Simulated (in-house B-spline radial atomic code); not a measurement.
Computed with a B-spline radial atomic code. Model: two electrons, singlet ground state, non-relativistic, full CI in B-splines with partial waves to l = 8 (at full coupling up to 3e-4 hartree above the limit, correlation up to 0.6 % small), density held at that of full coupling by Lieb maximisation.

W(λ) is the mean repulsion in the state of coupling λ less the Hartree energy of the fixed density. Its start is exact exchange, its initial slope is twice the second-order Görling-Levy correlation energy, and its area from 0 to 1 is E_xc. A straight curve means weak, dynamic correlation, and a curve that drops fast and flattens means strong correlation.

Command:
```bash
python run_ac.py task.json out
```
Settings (lengths in bohr, energies in hartree):
```
potential              harmonic
strength               5.63
lmax                   8
```

Run time, properties included: 7.2 s on 1 thread of Intel(R) Xeon(R) Processor @ 2.30GHz (shared host).

**W = mean repulsion less Hartree energy, and W of three functionals.**

Given: confinement harmonic well; well frequency 5.63 hartree; external potential omega^2 r^2/2.

Computed: LDA exchange minus exact 266.52 millihartree; PBE exchange minus exact 78.565 millihartree.

| coupling | W xc (hartree) | W xc minus exchange (millihartree) | kinetic minus Kohn-Sham (millihartree) | LDA (PW92) W minus its exchange (millihartree) | PBE W minus its exchange (millihartree) | SCAN W minus its exchange (millihartree) |
| --- | --- | --- | --- | --- | --- | --- |
| 0 | -1.839 | 0 | 0 | 0 | 0 | 0 |
| 0.02 | -1.841 | -1.988 | 0 | -13.45 | -3.27 | -1.91 |
| 0.05 | -1.8439 | -4.951 | 0.1 | -28.1 | -8.06 | -4.73 |
| 0.12 | -1.8508 | -11.776 | 0.7 | -55.11 | -18.77 | -11.16 |
| 0.25 | -1.8631 | -24.13 | 3 | -94.18 | -37.34 | -22.68 |
| 0.4 | ? | ? | ? | ? | ? | ? |
| 0.6 | -1.8944 | -55.434 | 16.2 | -171.07 | -81.21 | -51.57 |
| 0.8 | -1.9111 | -72.129 | 27.9 | -205.67 | -103.36 | -66.92 |
| 1 | -1.927 | -88.02 | 42.2 | -236.18 | -123.89 | -81.54 |
| 1.4 | -1.9566 | -117.59 | 77.6 | -288.55 | -161 | -108.84 |
| 2 | -1.996 | -157.04 | 144.3 | -352.59 | -209.1 | -145.68 |
| 3 | -2.0511 | -212.11 | 281 | -435.49 | -274.95 | -198.3 |
| 4.5 | ? | ? | ? | ? | ? | ? |
| 7 | -2.1902 | -351.21 | 944 | -633.53 | -444.02 | -340.67 |
| 10 | -2.2502 | -411.22 | 1448.1 | -720.51 | -521.92 | -407.03 |

Q: What belongs in the row 0.4?

A: W xc (hartree): -1.8769; W xc minus exchange (millihartree): -37.885; kinetic minus Kohn-Sham (millihartree): 7.4; LDA (PW92) W minus its exchange (millihartree): -130.58; PBE W minus its exchange (millihartree): -57.08; SCAN W minus its exchange (millihartree): -35.41.

Q: What belongs in the row 4.5?

A: W xc (hartree): -2.1152; W xc minus exchange (millihartree): -276.16; kinetic minus Kohn-Sham (millihartree): 518.9; LDA (PW92) W minus its exchange (millihartree): -527.28; PBE W minus its exchange (millihartree): -351.59; SCAN W minus its exchange (millihartree): -261.94.

Q: What is the SCAN exchange minus exact?

A: 5.8372 millihartree.

**Energy parts, natural occupations and partial-wave weights.**

Computed: total energy 18.7099 hartree; exchange energy -1.839 hartree; initial slope twice GL2 -0.099663 hartree; kinetic part over minus potential part 0.47909; Hartree energy 3.678 hartree; Kohn-Sham kinetic 7.9995 hartree; Lieb Oxford ratio E_xc over LDA exchange 1.1987.

```json
{"natural": "s", "occupation of the shell (electrons)": "1.9944"}
{"natural": "p", "occupation of the shell (electrons)": "?"}
{"natural": "s", "occupation of the shell (electrons)": "0.00028447"}
{"natural": "d", "occupation of the shell (electrons)": "0.00022277"}
{"natural": "p", "occupation of the shell (electrons)": "4.5957e-05"}
{"natural": "f", "occupation of the shell (electrons)": "2.9386e-05"}
```

Q: What belongs in the row p?

A: occupation of the shell (electrons): 0.0050327.

```json
{"wave": "s", "weight": "0.99732"}
{"wave": "p", "weight": "?"}
{"wave": "d", "weight": "0.00011668"}
{"wave": "f", "weight": "1.622e-05"}
{"wave": "g", "weight": "3.7207e-06"}
```

Q: What belongs in the row p?

A: weight: 0.0025408.

Q: What is the correlation energy?

A: -0.045851 hartree.

Q: What is the kinetic part of the DFT correlation energy?

A: 0.042169 hartree.

Half-way to full coupling W has made 53 % of its drop, against 50 % for a straight line, and second-order (GL2) theory, half the initial slope, overshoots the correlation energy by about 9 %: a moderate bend, as in light atoms. Over couplings 0 to 1 the errors in E_xc come to about +170 millihartree for LDA, +57 millihartree for PBE, +9.0 millihartree for SCAN, so SCAN is nearest. In LDA and PBE the errors of exchange and correlation have opposite signs, so the sum is smaller than the larger of the two.
